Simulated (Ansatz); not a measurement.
# Two structures, one formula

The two ends of one reaction step of Si2H7ClO, singlet (PBE0-D4/def2-TZVP).

A:

Si1  (-0.810, -0.787, 0.417)
Cl2  (3.077, 0.579, -0.224)
H3  (-1.473, -1.849, -0.392)
H4  (-1.570, -0.663, 1.692)
Si5  (-0.754, 1.247, -0.738)
H6  (2.181, -0.253, 0.227)
O7  (0.766, -1.237, 0.746)
H8  (-0.118, 2.304, 0.087)
H9  (-0.039, 1.101, -2.030)
H10  (-2.172, 1.619, -1.002)
H11  (0.912, -2.060, 1.217)
(Å)

B:

Si1  (-0.292, -1.007, -0.881)
Cl2  (1.733, -1.493, -0.883)
H3  (-0.802, -1.463, -2.201)
H4  (-0.933, -1.835, 0.171)
Si5  (-0.583, 1.295, -0.548)
H6  (1.582, -0.375, 1.485)
O7  (0.814, 0.067, 1.861)
H8  (0.729, 1.952, -0.339)
H9  (-1.211, 1.870, -1.772)
H10  (-1.495, 1.537, 0.598)
H11  (0.458, -0.547, 2.508)
(Å)

Computed with Ansatz 0.2.0 (basis: def2-TZVPP); correlated methods freeze the cores. B3LYP uses VWN-RPA correlation.

**Question.** Which structure is lower at CCSD(T), and by how much? (Judge from chemistry; the value comes from the calculation.)

**Answer.** By the calculation: B, by 4.1 kJ/mol (electronic energy, against the other); a gap this small isn't resolved in one triple-zeta basis. By their contacts, A is a complex of Si₂H₆O ([OH][SiH2][SiH3]) + HCl and B is a complex of Si₂H₅Cl ([SiH3][SiH2][Cl]) + H₂O.

**Question.** Do the other methods give the same order? (A judgement: the text doesn't fix the answer.)

**Answer.** The calculation gives: Not all: CAM-B3LYP-D4 gives the other order.

```tsv
method	E(B) − E(A) (kJ/mol)
SPW92	-2.2
PBE-D4	-10.0
BLYP-D4	-3.0
r2SCAN-D4	-7.8
B97M-V	-7.6
PBE0-D4	-10.4
B3LYP-D4	-3.3
r2SCAN0-D4	-8.7
BHLYP-D4	-4.0
CAM-B3LYP-D4	0.9
wB97X-V	-7.3
wB97M-V	-10.7
B2PLYP	-1.9
PBE-QIDH	-8.4
RPA on PBE	-2.3
HF	-2.1
MP2	-5.9
CCSD	-3.4
CCSD(T)	-4.1
```

T1 diagnostic: at most 0.011.

Labels in which every atom is bracketed show which atoms are joined, not bond orders.

For scale, one of the runs: CCSD(T)/def2-TZVPP, 255 basis functions, launched by `ansatz run in.yaml --threads 4 --pin off --events-out ev --progress --plain --max-ram 9574MiB`. The run took 3.5 min on 4 CPU threads of an Intel Xeon (shared host), with 5.2 GiB of host memory at its peak.
